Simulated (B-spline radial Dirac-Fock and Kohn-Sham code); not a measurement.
The computed values come from an atomic code on a B-spline grid: relaxed Dirac-Fock hole states (ΔSCF) with Breit and QED corrections and a finite nucleus. Free neutral atoms up to Cf, the lines Kα1, Kβ1, Lα1, Lβ1, Lβ2, Lγ1, Lℓ and Mα1 where both subshells are closed (so no Lα of most 3d metals and no Mα of most lanthanides); Na, Y were not searched.

**Question.** Te Kβ1 is computed at 30991.0 eV. Which of the searched lines of other elements lie within 226 eV and could overlap it in an energy-dispersive spectrum?

**Answer.** Cs Kα1 at 30969.9 eV (-21).
